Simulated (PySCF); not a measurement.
Telling isomers of C8H15P apart by NMR

Calculated, not measured (PySCF 2.14): PBE0/pcSseg-1 with gauge-including orbitals, coordinates at the GFN2-xTB level. In vacuum, a single conformation, equivalent nuclei averaged, non-relativistic Hamiltonian.

Chemical shifts δ = σref − σ; $^{1}$H (31.72 ppm), $^{13}$C (186.93 ppm) against TMS, all at this level. Splittings of carbon signals by F and P are missing where no couplings were computed. Where no couplings were computed, multiplicities follow the n + 1 count of equivalent neighbours, and m marks all less simple cases (inequivalent or close neighbours, rings, F or P nearby). Shifts are as computed. Against solution values, carbons near 30 ppm lie about +3 ppm off and those near 130 ppm about +5 ppm. Of 1211 compounds with measured shifts, 218 miss one by over three times the rms of a fit or turn the order of signals round; such compounds aren't used in these exercises.

(1) Tabulate the signals of `CC(C)(C)P1CC=CC1`, `C=CP1(=C)CCCCC1` and their relative energies.

(2) What is the quickest way to tell CC(C)(C)P1CC=CC1 from C=CP1(=C)CCCCC1?

Answers

(1) 
```tsv
SMILES	carbon types	δC	δH	E rel. (kcal/mol)
CC(C)(C)P1CC=CC1	1×C 2×CH 2×CH2 3×CH3	138.0, 34.4, 32.1, 28.3	6.05 (m, 2H), 2.55 (m, 4H), 0.90 (m, 9H)	0.0
C=CP1(=C)CCCCC1	1×CH 7×CH2	153.3, 128.5, 33.2, 27.9, 24.9, -3.8	6.38 (m, 1H), 5.95 (m, 1H), 5.64 (m, 1H), 2.96 (m, 2H), 2.06 (m, 2H), 1.91 (m, 1H), 1.75 (m, 2H), 1.45 (m, 2H), 1.10 (m, 1H), -0.42 (m, 2H)	37.6
```

Energies are electronic energies at PBE0/pcSseg-1 on these geometries, without zero-point or thermal terms, each for the one conformer computed, which needn't be the lowest.

(2) Count the carbon signals: 4 against 6. The first has a fully substituted sp3 carbon bonded to P (C) at 32.1 ppm, the second a terminal =CH2 carbon at 128.5 ppm. Their most deshielded carbons lie at 138.0 and 153.3 ppm.
